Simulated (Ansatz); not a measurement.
Two members of one family (Series GeX2), computed with Ansatz in the gas phase. Binding counts from free atoms in the multiplicity of their measured ground term, without zero-point energy. A dash marks a value that wasn't run or was left out as unsound. The structures are stationary points that may keep the symmetry of their start. Remarks come from the PBE and PBE0 runs and from stability tests at other levels; not every state was tested. HOMO above LUMO (over both spins in singlets and doublets, within one spin in higher multiplets; at PBE or PBE0), or a gap under 0.15 eV within one spin, warns that the state may not be the lowest or that an electron is smeared out.

First: GeH2 (singlet, charge 0, r2SCAN-D4/def2-TZVP geometry).

```xyz
3

Ge   -0.0267   -0.4468   -0.6006
H     1.1043   -0.0241    0.4355
H    -1.0775    0.4708    0.1652
```

```json
{"level": "PBE-D4/def2-SVP", "HOMO (eV)": "-5.83", "LUMO (eV)": "-3.90", "gap (eV)": "1.92", "vertical IE (eV)": "–", "vertical triplet (eV)": "–", "binding per atom (eV)": "2.00"}
{"level": "BLYP-D4/def2-TZVP", "HOMO (eV)": "-5.78", "LUMO (eV)": "-3.85", "gap (eV)": "1.93", "vertical IE (eV)": "–", "vertical triplet (eV)": "–", "binding per atom (eV)": "2.06"}
{"level": "r2SCAN-D4/def2-TZVP", "HOMO (eV)": "-6.14", "LUMO (eV)": "-3.77", "gap (eV)": "2.38", "vertical IE (eV)": "9.44", "vertical triplet (eV)": "1.24", "binding per atom (eV)": "2.02"}
{"level": "PBE0-D4/def2-SVP", "HOMO (eV)": "-6.87", "LUMO (eV)": "-3.02", "gap (eV)": "3.85", "vertical IE (eV)": "–", "vertical triplet (eV)": "–", "binding per atom (eV)": "1.98"}
{"level": "PBE0-D4/def2-TZVP", "HOMO (eV)": "-6.91", "LUMO (eV)": "-3.03", "gap (eV)": "3.88", "vertical IE (eV)": "9.43", "vertical triplet (eV)": "1.37", "binding per atom (eV)": "1.99"}
```

Second: Ge(NH2)2 (singlet, charge 0, r2SCAN-D4/def2-TZVP geometry).

```xyz
7

Ge    0.881   -0.108    0.871
N    -0.918   -0.444    0.915
H    -1.365   -0.778    1.753
H    -1.573   -0.329    0.154
N     0.959    0.438   -0.875
H     1.830    0.723   -1.292
H     0.187    0.499   -1.525
```

Task: Estimate the same table for the second.

Result: 
| level | HOMO (eV) | LUMO (eV) | gap (eV) | vertical IE (eV) | vertical triplet (eV) | binding per atom (eV) |
| --- | --- | --- | --- | --- | --- | --- |
| PBE-D4/def2-SVP | -5.25 | -1.07 | 4.18 | – | – | 3.43 |
| BLYP-D4/def2-TZVP | -5.38 | -1.24 | 4.14 | – | – | 3.42 |
| r2SCAN-D4/def2-TZVP | -5.85 | -1.26 | 4.59 | 8.88 | 3.62 | 3.33 |
| PBE0-D4/def2-SVP | -6.66 | -0.35 | 6.32 | – | – | 3.32 |
| PBE0-D4/def2-TZVP | -6.83 | -0.59 | 6.24 | 9.02 | 3.65 | 3.34 |

Remarks: gap within one spin near zero at PBE or PBE0 (+1 doublet), gap within one spin near zero at PBE or PBE0 (triplet).
